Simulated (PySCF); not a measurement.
methyl formate (C$_{2}$H$_{4}$O$_{2}$), singlet, geometry from GFN2-xTB, atoms displaced at random by about 0.1 Å a coordinate. Base run: PBE0/STO-3G (PySCF).

PySCF was given this input:
```python
from pyscf import gto, scf, dft
from pyscf.geomopt import geometric_solver

mol = gto.Mole()
mol.atom = '''
    C    -0.860808   -0.208789    0.116144
    O    -0.767667   -1.299494    0.140397
    O     0.008486    0.944373   -0.121812
    H    -1.871535    0.348381   -0.101752
    C     1.282000    0.278017    0.020924
    H     1.799058    1.369140   -0.100567
    H     1.625540   -0.281041    0.844420
    H     1.616374   -0.217268   -0.798083
'''
mol.basis = 'sto-3g'
mol.charge = 0
mol.spin = 0
mol.verbose = 3
mol.build()

def method(m):
    mf = dft.RKS(m)
    mf.xc = 'pbe0'
    return mf

conv, mol_eq = geometric_solver.kernel(method(mol), maxsteps=100)
print('optimisation converged:', conv)
print(mol_eq.tostring(format='xyz'))
mf = method(mol_eq)
mf.kernel()
```

Each row names what was changed in the base input (with any setting that the change needs).

```json
[
 {"change": "base", "ΔE vs base (kcal/mol)": "0.000", "optimiser steps": "14", "core-seconds (rough)": "50"},
 {"change": "convergence_set = GAU_TIGHT", "ΔE vs base (kcal/mol)": "-0.001", "optimiser steps": "35", "core-seconds (rough)": "80"},
 {"change": "coordsys = hdlc", "ΔE vs base (kcal/mol)": "0.000", "optimiser steps": "19", "core-seconds (rough)": "50"},
 {"change": "convergence_set = GAU_LOOSE", "ΔE vs base (kcal/mol)": "0.000", "optimiser steps": "13", "core-seconds (rough)": "40"},
 {"change": "coordsys = cart", "ΔE vs base (kcal/mol)": "0.009", "optimiser steps": "20", "core-seconds (rough)": "60"},
 {"change": "convergence_set = TURBOMOLE", "ΔE vs base (kcal/mol)": "0.000", "optimiser steps": "14", "core-seconds (rough)": "30"},
 {"change": "convergence_set = NWCHEM_LOOSE", "ΔE vs base (kcal/mol)": "0.000", "optimiser steps": "13", "core-seconds (rough)": "40"}
]
```
